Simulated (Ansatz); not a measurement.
Species: sum formula ZrH3I, net charge 0, singlet state. SMILES: [ZrH3][I]
Geometry: optimised at B3LYP-D3(BJ)/def2-TZVP (Ansatz, a quantum-chemistry and plane-wave program).

Quantity: vertical ionisation energy (to the doublet state of charge +1; each state is the SCF solution reached for its spin; the molecule has degenerate orbitals, so one determinant may break the symmetry), in eV. Valence correlation only, unless marked. UHF or UKS for open shells. No spin-orbit coupling. The frozen core is the preceding noble-gas configuration, with the filled d and f shells of earlier blocks. In def2 rows, elements after Kr have scalar-relativistic effective core potentials. CBS(X,Y): correlation extrapolated as X^-3; Hartree-Fock from the larger set. The bracket is a focal-point correction in the basis named.

```json
[
 {"level": "SVWN5/def2-TZVPD", "program": "Ansatz", "vertical ionisation energy (eV)": "9.96"},
 {"level": "B3LYP/def2-TZVPD", "program": "Ansatz", "vertical ionisation energy (eV)": "10.21"},
 {"level": "PBE0/def2-TZVPD", "program": "Ansatz", "vertical ionisation energy (eV)": "?"},
 {"level": "CAM-B3LYP/def2-TZVPD", "program": "Ansatz", "vertical ionisation energy (eV)": "10.41"},
 {"level": "wB97M-V/def2-TZVPD", "program": "Ansatz", "vertical ionisation energy (eV)": "?"},
 {"level": "wB97X-V/def2-TZVPD", "program": "Ansatz", "vertical ionisation energy (eV)": "10.41"},
 {"level": "B2PLYP/def2-TZVPD", "program": "Ansatz", "vertical ionisation energy (eV)": "?"},
 {"level": "SCS-MP2/def2-TZVPPD", "program": "Ansatz", "vertical ionisation energy (eV)": "10.33"},
 {"level": "CCSD/def2-SVPD", "program": "Ansatz", "vertical ionisation energy (eV)": "10.19"},
 {"level": "CCSD/def2-TZVPPD", "program": "Ansatz", "vertical ionisation energy (eV)": "10.26"},
 {"level": "RI-MP2/CBS(def2-TZVPPD,def2-QZVPPD)+[CCSD(T)-MP2]/def2-TZVPPD", "program": "Ansatz", "vertical ionisation energy (eV)": "?"}
]
```

Q: Complete the blanks.

A: 
- PBE0/def2-TZVPD, vertical ionisation energy (eV): 10.23
- wB97M-V/def2-TZVPD, vertical ionisation energy (eV): 10.34
- B2PLYP/def2-TZVPD, vertical ionisation energy (eV): 10.37
- RI-MP2/CBS(def2-TZVPPD,def2-QZVPPD)+[CCSD(T)-MP2]/def2-TZVPPD, vertical ionisation energy (eV): 10.53
